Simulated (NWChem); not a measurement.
System: C₄H₅Cl; SMILES ClCC=C=C

NWChem input:

```
start job
memory heap 200 mb stack 900 mb global 1100 mb
geometry units angstroms noautosym nocenter noautoz
  C      0.521901    -2.840805     0.174211
  C     -0.014245    -1.700608    -0.169508
  C     -0.557916    -0.555684    -0.503331
  C     -0.708389     0.586236     0.453797
  Cl     0.286443     2.037871    -0.065472
  H      1.588113    -3.024471     0.055559
  H     -0.074728    -3.651185     0.588859
  H     -0.926975    -0.402298    -1.516891
  H     -1.737377     0.949626     0.493700
  H     -0.371781     0.321752     1.456001
end
basis spherical
  * library def2-svp
end
dft
  xc m06-2x
  iterations 150
end
cosmo
  dielec 7.6
end
task dft energy
```

Geometry: optimised at B3LYP/6-31G* (spherical d).

Level: M06-2X/def2-SVP with COSMO at NWChem's default radii, gas-phase geometry; the question gives the dielectric constant.

Question: Give the results of this calculation. (M06-2X/def2-SVP, COSMO on the gas-phase geometry.) Quantities: electrostatic solvation energy (kcal/mol); dipole in solution (D).

Answer: 
```yaml
electrostatic solvation energy (kcal/mol): -3.4
dipole in solution (D): 2.68
```
